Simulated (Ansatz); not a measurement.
Basis sets compared for the cluster Ru₂F₆. The state is a singlet with charge 0. Geometry PBE0-D4/def2-SVP. Ansatz on 4 threads of AMD EPYC 9R45 on a shared host; times are rough, and most runs start from earlier orbitals.

Cartesian coordinates in Å:
```
Ru -1.018 0.143 0.151
Ru 0.911 -0.159 -0.473
F -1.457 1.588 1.178
F -0.238 1.289 -1.358
F -0.580 -1.414 -1.107
F 2.238 1.009 -0.018
F -1.776 -0.938 1.412
F 1.919 -1.517 0.216
```

In the def2 sets Ru takes a core potential; there is no spin–orbit coupling. The restricted singlet is unstable towards broken spin symmetry in Hartree–Fock (as tested in another run); at PBE-D4/def2-SVP, PBE-D4/def2-TZVP, PBE0-D4/def2-SVP, PBE0-D4/def2-TZVP this wasn't settled. No other spin state of charge 0 was run. Another isomer (singlet) lies 0.08 eV lower at PBE0-D4/def2-TZVP; other spin states weren't run for this one.

Binding counts from free atoms (Ru quintet, F doublet) in the same basis, without a counterpoise term.

```
           level  functions  energy (Eh)  HOMO (eV)  LUMO (eV)  binding per atom (eV)  wall time
 PBE-D4/def2-SVP        146    -787.9756      -7.05      -6.64                   3.92        1 s
PBE0-D4/def2-SVP        146    -787.7818      -9.30      -6.59                   3.22      1.4 s
```

(1) Estimate the rows for PBE-D4/def2-TZVP (with forces), PBE0-D4/def2-TZVP.

## Answers

(1) 
```csv
level,functions,energy (Eh),HOMO (eV),LUMO (eV),binding per atom (eV),wall time
PBE-D4/def2-TZVP (with forces),266,-788.7628,-7.17,-6.76,3.79,1.9 s
PBE0-D4/def2-TZVP,266,-788.5706,-9.37,-6.63,3.15,2.7 s
```
